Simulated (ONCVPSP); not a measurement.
## Ga (Z = 31), ONCV: configuration errors across variants

```json
{
  "Element": "Ga (Z = 31)",
  "Generator": "ONCVPSP 4.0.1",
  "Type": "optimised norm-conserving Vanderbilt (ONCV)",
  "Functional": "revPBE",
  "Relativity": "scalar-relativistic",
  "Frozen core": "[Ne]",
  "Valence charge": "21",
  "Reference configuration": "3s2 3p6 3d10 (charge +3)",
  "Partial waves": "3s: rc 0.85 bohr, ncon 3, nbas 6, qcut 14.2 1/bohr, 1 projector; 3p: rc 0.75 bohr, ncon 4, nbas 8, qcut 8.7 1/bohr, 2 projectors, debl 2.2 Ha; 3d: rc 0.85 bohr, ncon 4, nbas 9, qcut 18.3 1/bohr, 2 projectors, debl 2.8 Ha",
  "Local potential": "polynomial inside 0.55 bohr (lpopt 5, dvloc0 2 Ha)",
  "Core correction": "Teter function, fcfact 5.25, rcfact 1"
}
```

In the p channel the program set the typed energies aside and used -4.866, 0.250 Ha.

All-electron excitation energies from the reference (eV): (1) 3s2 3p6 3d10 4s2 -52.042; (2) 3s2 3p6 3d10 4s1 -31.060; (3) 3s2 3p6 3d9 63.761.

Errors AE − PS in meV (a dash: test not solved or not reliable):

```csv
change,(1),(2),(3),bound ghosts,GHOST(+) flags above zero
base,+980,+607,+3.4,none,none
d: rc 0.58,+982,+607,+3.6,none,none
d: rc 0.76,+980,+607,+0.4,none,none
d: rc 0.84,+980,+607,+2.9,none,none
d: rc 0.9,+980,+604,+5.9,none,none
d: rc 0.98,+980,+604,+11,none,none
d: rc 1.1,+977,+604,+21,none,none
d: rc 1.14,+977,+604,+25,none,none
d: rc 1.22,+977,+604,+41,none,none
```

Problem. Give the same row for: d: rc 0.68.

Solution. +980, +607, -0.2; bound ghosts: none; GHOST(+) flags above zero: none.
